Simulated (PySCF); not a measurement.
# Trend along the halogens: MNa molecules

PBE with triple-zeta basis sets in PySCF, for the lowest determinant that a PBE0 search found; no spin–orbit coupling. De refers to high-spin ground-configuration atoms. A positive dipole means M(−)Na(+).

| M | basis | state (unpaired electrons) | Re (Å) | ωe (cm⁻¹) | De (eV) | μ (D) |
| --- | --- | --- | --- | --- | --- | --- |
| F | x2c-TZVPPall | singlet (closed shell) | 1.940 | 520 | 4.87 | 7.56 |
| Cl | def2-TZVPP | singlet (closed shell) | 2.367 | 357 | 4.06 | 8.38 |
| Br | def2-TZVPP | singlet (closed shell) | 2.517 | 290 | 3.71 | 8.53 |
| I | def2-TZVPP | singlet (closed shell) | 2.724 | 250 | 3.21 | 8.55 |

The shortest bond is that of NaF (1.940 Å), the longest that of NaI (2.724 Å). NaF is bound most strongly (4.87 eV) and NaI least (3.21 eV).

The rows differ in basis set, which adds steps of its own.

Down a group the atoms grow and get heavier, so bonds lengthen and wavenumbers fall; this series shows no clear exception.

These are scalar-relativistic numbers at best; spin–orbit coupling would shift them, the dissociation energy most.
